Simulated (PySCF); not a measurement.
Compound: C7H14O.
Atom-mapped SMILES: `[CH2:1]=[CH:2][CH2:3][C@H:4]([CH2:5][CH3:6])[O:7][CH3:8]` (hydrogens: H9, H10 on C1; H11 on C2; H12, H13 on C3; H14 on C4; H15, H16 on C5; H17, H18, H19 on C6; H20, H21, H22 on C8)

Computed by this run: PBE0-D3(BJ)/def2-SVP geometry optimisation, gas phase in PySCF; density fitting, grid level 1; the optimiser is geomeTRIC in internal coordinates, started from a GFN2-xTB structure with every atom displaced at random (about 0.01 Å).

Step 0: E = -9515.7734 eV
```
atom  x, y, z in Å  |  force x, y, z in eV/Å
C1      3.1290    0.0893   -0.2812   -2.272   1.213   0.107
C2      1.9040    0.6500   -0.1756    1.100  -0.896   0.677
C3      0.9356    0.3800    0.9355    0.733   0.800  -0.332
C4     -0.3928   -0.0568    0.4160   -1.958  -0.594  -0.089
C5     -0.3107   -1.3541   -0.4125   -0.833   0.785   0.856
C6     -1.6781   -1.9135   -0.7640    0.518   0.199   0.389
O7     -1.0147    0.9142   -0.4138    0.342   0.132   0.146
C8     -1.5879    2.0054    0.2552   -0.959  -1.112  -0.756
H9      3.7605    0.3485   -1.0890    0.901   0.229  -1.045
H10     3.4861   -0.5821    0.4569    0.476  -0.886   0.875
H11     1.5328    1.3416   -0.9123   -0.067   0.430  -0.615
H12     0.8355    1.2969    1.5418   -0.119   0.021   0.044
H13     1.3176   -0.3834    1.5952    0.321  -0.537   0.534
H14    -1.1001   -0.2428    1.2937    0.625   0.059  -0.560
H15     0.2408   -1.1277   -1.3126    0.504   0.070  -0.593
H16     0.2626   -2.0633    0.1805    0.318  -0.422   0.105
H17    -1.5620   -2.7942   -1.3822   -0.083  -0.536  -0.386
H18    -2.2571   -1.1723   -1.3066   -0.278   0.298  -0.233
H19    -2.2290   -2.1973    0.1379   -0.177  -0.065   0.173
H20    -0.8821    2.6329    0.7653    0.827   0.663   0.451
H21    -2.1298    2.5940   -0.5060    0.133   0.010   0.178
H22    -2.3241    1.6398    0.9976   -0.053   0.135   0.075
```

Step 1: E = -9515.9556 eV
```
atom  x, y, z in Å  |  force x, y, z in eV/Å
C1      3.2089    0.2466   -0.2208    0.155  -0.290  -0.075
C2      1.9363    0.6410   -0.1928   -0.065   0.307  -0.097
C3      0.9581    0.3465    0.8950   -0.189  -0.255   0.066
C4     -0.4298   -0.1028    0.3939    0.375   0.126   0.022
C5     -0.3810   -1.3911   -0.4069    0.090  -0.021  -0.062
C6     -1.7609   -1.9154   -0.7558   -0.056  -0.051  -0.080
O7     -1.0170    0.8830   -0.4244   -0.078  -0.063  -0.031
C8     -1.5698    1.9672    0.2479    0.269   0.242   0.193
H9      3.8814    0.5168   -1.0471   -0.121  -0.012   0.178
H10     3.6186   -0.4048    0.5667   -0.025   0.152  -0.127
H11     1.5528    1.2863   -0.9971    0.034  -0.103   0.041
H12     0.8176    1.2550    1.5049    0.007   0.057   0.037
H13     1.3552   -0.4233    1.5800   -0.007   0.060  -0.027
H14    -1.0667   -0.2657    1.2875   -0.067   0.012   0.024
H15     0.2014   -1.2023   -1.3279   -0.033  -0.013   0.098
H16     0.1883   -2.1392    0.1724   -0.031   0.033  -0.029
H17    -1.7053   -2.8204   -1.3813   -0.001   0.034   0.022
H18    -2.3297   -1.1517   -1.3079    0.014  -0.028   0.021
H19    -2.3320   -2.1727    0.1513   -0.009   0.009  -0.007
H20    -0.8057    2.5928    0.7692   -0.188  -0.164  -0.129
H21    -2.0704    2.6056   -0.4917   -0.033   0.003  -0.047
H22    -2.3140    1.6535    1.0044   -0.043  -0.037   0.012
```

Question: Estimate the geometry and energy of step 2. (The exact step hangs on the optimiser's Hessian estimate; all steps are aligned on step 1, rigid shifts and turns removed.)

Answer: E = -9515.9663 eV, largest force 0.109 eV/Å
```
atom  x, y, z in Å  |  force x, y, z in eV/Å
C1      3.1837    0.2091   -0.2420   -0.009  -0.021  -0.078
C2      1.9228    0.6408   -0.1943    0.058   0.044   0.064
C3      0.9585    0.3547    0.9104   -0.107  -0.019  -0.004
C4     -0.4226   -0.0920    0.4085    0.078   0.004   0.041
C5     -0.3657   -1.3814   -0.3934   -0.020  -0.009  -0.016
C6     -1.7397   -1.9094   -0.7689    0.005   0.004  -0.010
O7     -1.0140    0.8882   -0.4142   -0.018  -0.021  -0.025
C8     -1.5774    1.9709    0.2540    0.036   0.072   0.050
H9      3.8419    0.4744   -1.0740    0.019  -0.016   0.016
H10     3.6036   -0.4277    0.5450   -0.009   0.022  -0.019
H11     1.5354    1.2745   -1.0021    0.008  -0.023   0.013
H12     0.8265    1.2678    1.5190   -0.006   0.005  -0.002
H13     1.3593   -0.4120    1.5939    0.011   0.019  -0.013
H14    -1.0694   -0.2537    1.2977   -0.013  -0.008  -0.008
H15     0.2305   -1.1906   -1.3016    0.007  -0.007   0.015
H16     0.1952   -2.1288    0.1922   -0.009  -0.007   0.001
H17    -1.6702   -2.8124   -1.3938    0.009   0.002   0.004
H18    -2.2996   -1.1472   -1.3300    0.002   0.001   0.002
H19    -2.3284   -2.1683    0.1263   -0.003   0.006   0.000
H20    -0.8274    2.5986    0.7764   -0.023  -0.037  -0.023
H21    -2.0802    2.6013   -0.4933   -0.007  -0.009   0.000
H22    -2.3268    1.6483    1.0037   -0.010  -0.003  -0.007
```

The energy changes by -0.0106 eV. The first-order estimate −F·Δx gives -0.0189 eV and the mean of the old and new forces, exact on a quadratic surface, -0.0109 eV. The step makes an angle of 82° with the force vector and moves no atom by more than 0.064 Å.

What follows is the cost of the whole optimisation. On one thread, Intel Xeon Platinum 8488C (x86_64), on a shared host, this took 1.8 min of wall time and 0.75 GiB of memory at its peak.
